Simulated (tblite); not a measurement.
Species: C₈H₁₂PS (charge -1).
Cartesian coordinates in Å at the GFN2-xTB level; atoms count from 1:
```xyz
22
C8H12PS angstrom
C     -2.5412   -0.3110   -1.0367
C     -1.2994   -0.0248   -0.1871
C     -1.2919    1.4626    0.1625
C     -1.3783   -0.8787    1.0776
P      0.1788   -0.5108   -1.2926
C      1.6247   -0.1842   -0.3207
C      2.8783   -0.4777   -0.9552
C      3.9626   -0.2223   -0.2009
S      3.5353    0.4012    1.3556
C      1.8403    0.3020    0.9448
H     -3.4529   -0.0623   -0.4871
H     -2.5715   -1.3638   -1.3130
H     -2.5107    0.2755   -1.9536
H     -0.4079    1.7235    0.7367
H     -2.1805    1.7259    0.7448
H     -1.2842    2.0553   -0.7509
H     -2.2669   -0.6201    1.6618
H     -1.4315   -1.9323    0.8079
H     -0.4989   -0.7377    1.6988
H      2.9265   -0.8711   -1.9581
H      5.0030   -0.3531   -0.4383
H      1.1559    0.6233    1.7027
```

All values are computed: GFN2-xTB (tblite) harmonic vibrations without scaling, gas phase. The method is semi-empirical: single wavenumbers can be off by several per cent or more. One conformer, not necessarily the lowest.

Harmonic wavenumbers (cm⁻¹): 45.8, 95.8, 112.2, 161.7, 189.5, 194.9, 228.9, 231.5, 260.5, 272.5, 351.3, 360.7, 401.7, 405.2, 453.4, 505.8, 598.6, 607.7, 618.5, 723.4, 806.3, 819.3, 833.8, 848.7, 885.6, 949.2, 954.1, 959.0, 1022.0, 1023.9, 1071.5, 1091.6, 1151.1, 1194.3, 1216.2, 1219.6, 1299.8, 1389.3, 1390.2, 1410.0, 1413.2, 1487.2, 1497.8, 1499.5, 1505.2, 1505.3, 1521.2, 1544.9, 2919.6, 2925.4, 2941.9, 3001.5, 3009.9, 3010.8, 3014.2, 3049.6, 3053.4, 3083.8, 3109.3, 3156.5.

A = 2222, B = 552.4, C = 490.1 MHz; mass 171.040 u (most abundant isotopes); point group Cs, symmetry number 1.

Task: Zero-point energy?

Result: ½Σν̃ = 38303 cm⁻¹ = 458.20 kJ/mol.

Task: Entropy at 273.15 K, 1 bar (ideal gas, RRHO, classical rotation)?

Result: Translation 171.16, rotation 127.18, vibration 131.98: S = 430.3 J/(mol K).

Task: And Cp and H(273.15 K) − H(0)?

Result: Cp = 181.53 J/(mol K), of which vibrations give 148.27 (their classical limit is 60 R = 498.9); H(273.15 K) − H(0) = 29.20 kJ/mol without the zero-point energy, 20.12 from vibrations.

Task: What must be added to the electronic energy to get the Gibbs energy at 273.15 K and 1 bar?

Result: ZPE + [H(273.15 K) − H(0)] − T·S = 458.20 + 29.20 − 117.54 = 369.86 kJ/mol.

Task: How do the functions run with temperature in this model?

Result: 
| T (K) | S (J/(mol K)) | Cp (J/(mol K)) | H − H(0) (kJ/mol) | G − H(0) (kJ/mol) | ln q(vib) |
| --- | --- | --- | --- | --- | --- |
| 50 | 253.1 | 54.1 | 2.04 | -10.61 | 0.44 |
| 100 | 301.0 | 87.8 | 5.60 | -24.51 | 1.61 |
| 298.15 | 446.8 | 194.1 | 33.90 | -99.31 | 7.83 |
| 373.15 | 494.3 | 230.2 | 49.83 | -134.61 | 10.26 |
| 500 | 569.2 | 282.5 | 82.47 | -202.13 | 14.32 |
| 750 | 698.6 | 355.0 | 162.86 | -361.09 | 21.98 |
| 1000 | 807.7 | 402.4 | 257.92 | -549.74 | 29.04 |

q(vib) and H(0) count from the zero-point level.

Task: Which modes carry the vibrational entropy at 273.15 K?

Result: 45.8 cm⁻¹: 20.16; 95.8 cm⁻¹: 14.09; 112.2 cm⁻¹: 12.81; 161.7 cm⁻¹: 9.90; 189.5 cm⁻¹: 8.67; 194.9 cm⁻¹: 8.45 J/(mol K); the other 54 give 57.92 together.

Task: Blend soft modes into free rotors: weight 1/[1 + (100 cm⁻¹/ν̃)⁴] for the oscillator and the rest for a rotor with moment μB/(μ + B), μ = h/(8π²ν), B = 10⁻⁴⁴ kg m². What vibrational entropy results?

Result: 125.13 J/(mol K) in place of 131.98, which changes −T·S at 273.15 K by +1.87 kJ/mol.

Hindered rotation and anharmonicity are outside this model. Other conformers, if any are populated, would add a mixing term that is left out.
